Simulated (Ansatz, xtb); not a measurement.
## FGaGeHO: where a starting geometry ends

The starting geometry of this gas-phase doublet was built from a drawn formula by distance geometry; its bonds are those of `[O]=[GeH][Ga][F]`.

```xyz
5

F     0.0817   -0.2185    1.0991
Ga   -1.6579    0.0741    0.1807
Ge   -1.1195    1.0964   -1.9837
O    -2.6019    1.2799   -2.8045
H    -0.2470    0.2965   -3.1518
```

Q: Predict what it relaxes into with r2SCAN-D4/def2-SVP.

A: It keeps its bonds, and is `[O]=[GeH][Ga][F]`. Distances that change by over a tenth: F1–Ga2 (1.99 → 1.76 Å).

The energy falls by 0.87 eV over 16 steps:

```json
{"step": "1", "E − E(last) (eV)": "0.872"}
{"step": "3", "E − E(last) (eV)": "0.137"}
{"step": "4", "E − E(last) (eV)": "0.073"}
{"step": "6", "E − E(last) (eV)": "0.041"}
{"step": "8", "E − E(last) (eV)": "0.019"}
{"step": "9", "E − E(last) (eV)": "0.012"}
{"step": "11", "E − E(last) (eV)": "0.006"}
{"step": "13", "E − E(last) (eV)": "0.001"}
{"step": "14", "E − E(last) (eV)": "0.000"}
{"step": "16", "E − E(last) (eV)": "0.000"}
```

Final geometry (Å):

```xyz
5

F    -0.4462    0.2985    1.4894
Ga   -1.0394   -0.4451    0.0063
Ge   -1.0941    0.8758   -2.2364
O    -2.5022    1.7147   -2.4830
H    -0.4628    0.0844   -3.4367
```

From the same start GFN2-xTB ends elsewhere, differing in Ga2–Ge3 (3.16 against 2.60 Å here), Ga2–O4 (2.05 against 3.61 Å here).

The end wasn't checked by frequencies. Open shells are spin-unrestricted. Run with Ansatz 0.2.0, 62 s on 2 threads of Intel(R) Xeon(R) 6975P-C (Granite Rapids), with other jobs on the host.
